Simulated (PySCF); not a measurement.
How good is the calculation?

Mapped SMILES: `[SiH3:1][SiH2:2][SiH2:3][SiH3:4]`; H(Xn) means a hydrogen on atom n.

Measured values that the calculation should reproduce: δ ²⁹Si Si1/Si4 -97.8; Si2/Si3 -111.1 ppm (measured; C. Corminboeuf, T. Heine, J. Weber, Chem. Phys. Lett. 357 (2002) 1).

- σ from GIAO-B97-2/pcSseg-2
- geometry from PBE0-D3(BJ)/def2-SVP
- run in PySCF 2.14.0 with density-fitted response routines
- one computed conformer, gas phase, non-relativistic Hamiltonian, averaged over atoms made equivalent by symmetry, fast rotation or ring inversion

**Question.** Set the calculated values beside the experiment.

**Answer.** 
Reference values: measured (C. Corminboeuf, T. Heine, J. Weber, Chem. Phys. Lett. 357 (2002) 1).
| atoms | quantity | reference | computed |
| --- | --- | --- | --- |
| Si1/Si4 | δ ²⁹Si vs TMS | -97.8 | -102.0 |
| Si2/Si3 | δ ²⁹Si vs TMS | -111.1 | -113.1 |

Computed shifts are σ(ref) − σ with the named reference compound (TMS for H and C) calculated as an isolated molecule at the same level.

**Question.** How far are the unscaled ²⁹Si shifts from the references?

**Answer.** Mean signed difference -3.10 ppm, mean absolute 3.10 ppm over 2 comparisons; the largest is -4.2 ppm at Si1/Si4 (silicon bonded to Si, 3 H).
